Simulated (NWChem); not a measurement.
System: SiHClF2; SMILES [SiH](Cl)(F)F

Computed with NWChem. Pople sets run with spherical d functions. Each level has its own optimisation; frequencies are unscaled.

```csv
level,r F–Si (Å),r Cl–Si (Å),r H–Si (Å),highest harmonic frequency (cm⁻¹),lowest (cm⁻¹),zero-point energy (kcal/mol)
PBE/def2-SVP,1.620,2.047,1.483,2277,216,10.1
Hartree-Fock/STO-3G,1.596,2.080,1.421,2891,243,12.0
CAM-B3LYP/def2-SVP,1.600,2.029,1.465,2372,230,10.6
B3LYP/6-31G*,1.595,2.043,1.468,2374,224,10.6
```
